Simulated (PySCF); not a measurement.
FH3MoN2O, multiplicity 1. Atoms are numbered in the order given.

```xyz
8

Mo    -0.0131    -0.0010    -0.0138
N     -1.4383    -0.9632    -0.2676
H     -2.0380    -1.6696    -0.7073
N      1.2389    -0.4775    -1.1269
H      1.6077    -1.0334    -1.9078
F     -0.4312     1.8027    -0.3273
O      0.5886    -0.3654     1.7507
H      1.5480    -0.4715     1.8944
```
Charge 0, spin multiplicity 1.

Coordinates come from a PBE-D3(BJ)/def2-SVP optimisation. The spin state was assumed, not searched. The structure was generated by enumeration; whether it is a known compound was not checked. The def2 effective core potentials stand for the cores of Mo; spin–orbit coupling is left out. Other conformers were not sampled.

All values below come from PySCF with TDA-ωB97X/def2-SVPD.

Vertical excitations. Gas-phase values at a fixed geometry.

| state | energy (eV) | λ (nm) | f | main pairs |
|---|---|---|---|---|
| S1 | 4.43 | 280 | 0.002 | HOMO→LUMO+1 39 %, HOMO→LUMO 36 %, HOMO−1→LUMO 20 % |
| S2 | 4.63 | 268 | 0.007 | HOMO→LUMO 40 %, HOMO−1→LUMO+1 34 %, HOMO→LUMO+1 18 % |
| S3 | 4.70 | 264 | 0.006 | HOMO−1→LUMO 65 %, HOMO→LUMO+1 30 % |
| S4 | 5.23 | 237 | 0.001 | HOMO−2→LUMO 66 %, HOMO−3→LUMO+1 14 % |
| S5 | 5.39 | 230 | 0.003 | HOMO→LUMO+2 29 %, HOMO→LUMO+3 18 %, HOMO−2→LUMO 16 %, HOMO−1→LUMO+1 15 % |
| S6 | 5.50 | 226 | 0.002 | HOMO→LUMO+2 27 %, HOMO→LUMO+3 15 %, HOMO−3→LUMO+1 10 %, HOMO−3→LUMO 9 % |
| S7 | 5.58 | 222 | 0.001 | HOMO−3→LUMO 47 %, HOMO−3→LUMO+1 17 %, HOMO−2→LUMO+1 11 %, HOMO−1→LUMO+3 10 % |
| S8 | 5.89 | 211 | 0.014 | HOMO−1→LUMO+2 65 %, HOMO→LUMO+2 11 % |
| S9 | 6.08 | 204 | 0.022 | HOMO−1→LUMO+2 19 %, HOMO−2→LUMO+1 18 %, HOMO→LUMO+3 15 %, HOMO−1→LUMO+1 13 % |
| S10 | 6.18 | 201 | 0.004 | HOMO−3→LUMO+1 42 %, HOMO→LUMO+3 22 %, HOMO−1→LUMO+3 12 % |
| T1 | 3.81 | 326 | 0 | HOMO→LUMO 69 % |
| T2 | 4.09 | 303 | 0 | HOMO→LUMO+1 69 %, HOMO−1→LUMO 22 % |
| T3 | 4.18 | 297 | 0 | HOMO−1→LUMO+1 51 %, HOMO→LUMO 20 %, HOMO−1→LUMO 10 % |
| T4 | 4.33 | 287 | 0 | HOMO−2→LUMO+1 43 %, HOMO−1→LUMO+3 14 %, HOMO−3→LUMO 10 % |
Triplets are in the Tamm–Dancoff approximation.
